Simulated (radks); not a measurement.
Spherical jellium clusters: N electrons in a uniform positive sphere of charge N and radius rs N^(1/3), rs = 2.15 bohr. Method: non-relativistic Kohn-Sham, LDA (Slater exchange, Perdew-Wang correlation), spin-polarised, spherical densities; computed with a radial shooting solver with Libxc functionals. Levels are named by radial order and angular momentum (1s, 1p, 1d, 2s, ...), and open shells are averaged over m.

N = 20, configuration 1s2 1p6 1d10 2s2. This is the lowest configuration that the search found. Occupied and some empty levels:

| level | occupation | eigenvalue (eV) | <r> (bohr) |
|---|---|---|---|
| 1s | 2 | -11.089 | 3.588 |
| 1p | 6 | -8.3546 | 4.406 |
| 1d | 10 | -5.1563 | 5.107 |
| 2s | 2 | -4.2565 | 4.828 |
| 1f | 0 | -1.7709 | 5.990 |
| 2p | 0 | -1.4305 | 7.048 |

Energy (eV): total -12.7120, kinetic 100.11, external -2148.1, Hartree 1035.3, exchange-correlation -119.10, background 1119.0. Static polarisability (adiabatic kernel): 357.3 bohr^3, against R^3 = 198.8 for a classical metal sphere.
